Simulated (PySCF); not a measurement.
A structure optimised at B3LYP-D3(BJ)/def2-SVP, used in a PySCF frequency run:

```
Si
F 1 1.6063
F 1 1.6117 2 107.24
O 1 1.6372 2 105.00 3 119.21
H 4 0.9646 1 117.59 2 169.96
Se 1 2.2626 2 113.02 4 125.77
H 6 1.4768 1 91.64 2 -66.20
```
Charge 0, spin multiplicity 1.

### Question
Write its SMILES and formula.

### Answer
O[Si](F)(F)[SeH], F2H2OSeSi

### Question
What are its rotational constants (standard atomic weights)?

### Answer
3.8858, 1.4340, 1.4117 GHz
